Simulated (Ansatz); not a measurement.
F$_{5}$Sb, triplet, at the geometry of the source list (a higher spin typed on purpose: for a closed-shell molecule this is an excited state) (core potentials on Sb). Base run: R2SCAN/def2-SVP run with Ansatz (a first-principles code).

Ansatz was given this input:
Ansatz 0.2 input:
```yaml
crystal:
  periodic: [false, false, false]
  atoms:
    - {symbol: Sb, position_ang: [0.00000000, 0.00000000, 0.00000000]}
    - {symbol: F, position_ang: [1.28020000, -0.77240000, 1.17440000]}
    - {symbol: F, position_ang: [-1.28020000, 0.77240000, -1.17440000]}
    - {symbol: F, position_ang: [0.22250000, 1.67980000, 0.86230000]}
    - {symbol: F, position_ang: [1.09070000, -0.45610000, -1.48890000]}
    - {symbol: F, position_ang: [-1.31320000, -1.22370000, 0.62670000]}
basis:
  gaussian:
    orbitals: def2-SVP
hamiltonian:
  xc: r2scan
magnetization: {spin_polarized: true, initial_magnetization: 2}
```

The base run was repeated with changes; each row names its change, and settings that it needs were set with it.

```csv
change,E (Eh),<S^2>,core-seconds (rough)
base,-738.81215,2.004,40
functional = wB97X-V,-738.67996,2.012,100
functional = cam_b3lyp,-738.75580,2.010,70
functional = B97M-V,-738.72625,2.005,90
functional = SVWN5,-735.43755,2.002,10
functional = pbe,-738.47492,2.002,20
functional = revpbe,-738.81337,2.002,20
functional = pbe; dispersion = d4,-738.47970,2.002,20
functional = hse06,-738.40715,2.008,70
functional = b3lyp,-738.97479,2.007,60
functional = blyp,-738.85655,2.002,20
functional = lc_wpbe,-738.63177,2.010,40
functional = wB97X,-738.80570,2.012,200
```

Total energies compare only within one method and basis.
